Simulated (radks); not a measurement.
Results of a calculation; reference values are marked as such.
Q: Ionisation of P3+, [Ne] 3s2, to P4+, [Ne] 3s1, under several functionals. Dirac Kohn-Sham, spin-unpolarised, spherical densities, finite nucleus; a radial shooting solver on a logarithmic mesh with Libxc functionals. The NIST Atomic Spectra Database gives 51.444 eV (measured). Rank these functionals by the error of their Delta-SCF ionisation energy: AM05; BLYP; LDA (Slater exchange, Perdew-Zunger correlation); B86b exchange with PBE correlation; exchange-only LDA; PBEsol; revPBE.

A: From best to worst: AM05 51.857 eV (+0.413); revPBE 51.895 eV (+0.451); PBEsol 51.913 eV (+0.470); BLYP 52.071 eV (+0.627); B86b exchange with PBE correlation 52.075 eV (+0.631); exchange-only LDA 50.796 eV (-0.648); LDA (Slater exchange, Perdew-Zunger correlation) 52.189 eV (+0.745). Spin polarisation and multiplet splitting are left out, so open shells lie too high by an amount that depends on their filling.

Beside tabulated values, note that spin-unpolarised runs miss the spin-polarisation part of the exchange energy of open shells.
